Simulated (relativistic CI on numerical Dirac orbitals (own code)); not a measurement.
## Er³⁴⁺: q coefficients and field-shift factors

These numbers are calculated, not measured: Dirac-Coulomb-Breit CI, separate exchange-only KLI orbitals for each configuration, derivatives by finite differences, unscaled Slater integrals, QED left out (own radial code, finite nucleus).

CI space (outside the closed core [Ar] 3d10): 4s2.4p4, 4s.4p5, 4s2.4p3.4d, 4p6, 4s.4p4.4d, 4s2.4p3.4f. Double excitations out of closed p, d and f shells are left out; levels of such configurations are missing from the list, as are those of other unlisted configurations, and high levels can miss mixing partners.

With x = (α/α₀)² − 1 an excitation energy changes as ω = ω₀ + qx; K = 2q/ω₀ is the relative enhancement. Terms are leading LS components, so labels can repeat. The field-shift factor is F = δν/δ⟨r²⟩ for the transition from the lowest level.

Lowest level 4s2.4p4 3P_2.

```csv
Level,ω₀ (cm⁻¹),q (cm⁻¹),F (GHz/fm²)
4s2.4p4 1S_0,71648,5445,-1.57
4s2.4p4 3P_1,462889,559800,-53.6
4s2.4p4 1D_2,496966,558200,-53.4
4s2.4p4 3P_0,990584,1.116e+06,-113
4s2.4p3.4d 3D°_2,1073232,102300,-103
4s2.4p3.4d 5D°_1,1085367,115400,-119
4s2.4p3.4d 3P°_0,1100462,42990,10.9
4s2.4p3.4d 3F°_3,1104476,46350,11.7
4s.4p5 3P°_2,1124967,413100,-567
4s2.4p3.4d 3F°_4,1190793,141100,13.4
4s.4p5 3P°_1,1258715,467000,-577
4s2.4p3.4d 3D°_2,1273615,329200,-294
4s2.4p3.4d 3D°_3,1292249,169200,9.17
```

At this charge energies of transitions that change n are usually good to better than 1 %, and those within a shell (Δn = 0) to a few per cent.

Problem. Which transition from the lowest level has the largest |K|?

Solution. 4s2.4p4 3P_1 at 462889 cm⁻¹, K = 2.42.
